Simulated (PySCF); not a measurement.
Compound: AlCl2(SiH3).
SMILES: `[SiH3][Al]([Cl])[Cl]`

The closed-shell ground state was solved at several levels (PySCF, density fitting, gas phase, non-relativistic). Isolated species at its PBE0-D3(BJ)/def2-SVP geometry, gas phase.

```tsv
level	basis functions	total energy (Eh)	HOMO (eV)	LUMO (eV)	gap (eV)	dipole (D)
PBE0/pcSseg-1 (pcSseg-2 on Al)	130	-1453.6894	-8.49	-1.96	6.53	1.85
B3LYP/pcSseg-1 (pcSseg-2 on Al)	130	-1454.3119	-8.25	-2.09	6.16	1.80
wB97X-D/def2-SVPD	126	-1453.8098	-10.23	-0.24	9.99	1.77
```

(1) Estimate the row for PBE/pcSseg-1 (pcSseg-2 on Al), a basis of 130 functions; the other rows only guide the guess.

(2) Over all these levels, which gives the widest orbital gap and which the narrowest?

(3) In the pcSseg-1 (pcSseg-2 on Al) basis, how does the gap go with the fixed share of exact exchange?

(4) How far do the dipole and the HOMO energy spread over the levels?

Answers

(1) Total energy -1453.5687 Eh, HOMO -7.33 eV, LUMO -2.67 eV, gap 4.66 eV, dipole 1.75 D.

(2) wB97X-D/def2-SVPD (range-separated hybrid) has the widest, 9.99 eV, and PBE/pcSseg-1 (pcSseg-2 on Al) (GGA) the narrowest, 4.66 eV. Functional and basis both differ between the two, so the spread mixes both effects.

(3) PBE (0 %) 4.66 eV; B3LYP (20 %) 6.16 eV; PBE0 (25 %) 6.53 eV. Each rise in the share widens the gap here.

(4) The dipole runs from 1.75 to 1.85 D (mean 1.79 D) and the HOMO from -10.23 to -7.33 eV.

The pairwise dispersion term of wB97X-D wasn't added to the energies; at a given geometry it leaves orbitals and properties as they are.
